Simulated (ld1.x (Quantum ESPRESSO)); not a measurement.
**nitrogen (N), RRKJ: configuration errors across variants**

| Property | Result |
| --- | --- |
| Element | N |
| Generator | ld1.x (Quantum ESPRESSO) 7.5 |
| Type | norm-conserving RRKJ (Kleinman–Bylander form) |
| Functional | LDA (PZ) |
| Relativity | scalar-relativistic |
| Frozen core | [He] |
| Valence charge | 5 |
| Reference configuration | 2s2 2p3 |
| Partial waves | 2p (bound): rc 2.55 bohr; 2s (bound): rc 0.80 bohr |
| Local potential | the s channel |
| Core correction | none |

All-electron excitation energies from the reference (eV): (1) 2s2 2p2 13.732; (2) 2s2 2p1 42.702; (3) 2s2 2p0 89.866; (4) 2s2 2p2.5 5.167; (5) 2s1 2p4 11.204; (6) 2s1 2p3 25.184; (7) 2s2 2p3.3 -1.665; (8) 2s2 2p3 spin -2.892; (9) 2s2 2p2 spin 12.043.

Spin tests fill each open shell by Hund’s rule, majority spin first.

Errors AE − PS in meV (a dash: test not solved or not reliable):

```csv
change,(1),(2),(3),(4),(5),(6),(7),(8),(9),bound ghosts
base,+176,+1345,+4797,+28,-45,-223,+3.6,-58,+86,none
wave 2s (bound): rc 0.80 bohr becomes 2s (bound): rc 0.58 bohr,+178,+1358,+4843,+28,-39,-221,+3.6,-53,+92,none
wave 2s (bound): rc 0.80 bohr becomes 2s (bound): rc 0.72 bohr,+176,+1347,+4803,+28,-45,-223,+3.6,-57,+87,none
wave 2s (bound): rc 0.80 bohr becomes 2s (bound): rc 0.78 bohr,+176,+1346,+4798,+28,-45,-223,+3.6,-57,+86,none
wave 2s (bound): rc 0.80 bohr becomes 2s (bound): rc 0.86 bohr,+176,+1345,+4795,+28,-45,-223,+3.6,-58,+86,none
wave 2s (bound): rc 0.80 bohr becomes 2s (bound): rc 0.92 bohr,+176,+1346,+4797,+28,-45,-223,+3.6,-58,+86,none
wave 2s (bound): rc 0.80 bohr becomes 2s (bound): rc 1.04 bohr,+176,+1348,+4806,+28,-46,-224,+3.6,-57,+87,none
wave 2s (bound): rc 0.80 bohr becomes 2s (bound): rc 1.10 bohr,+177,+1352,+4819,+28,-46,-226,+3.6,-56,+89,none
wave 2s (bound): rc 0.80 bohr becomes 2s (bound): rc 1.20 bohr,+178,+1359,+4840,+29,-48,-228,+3.7,-54,+91,none
```

Question: Give the same row for: wave 2s (bound): rc 0.80 bohr becomes 2s (bound): rc 0.54 bohr.

Answer: +179, +1367, +4875, +29, -34, -218, +3.7, -50, +94; bound ghosts: none.
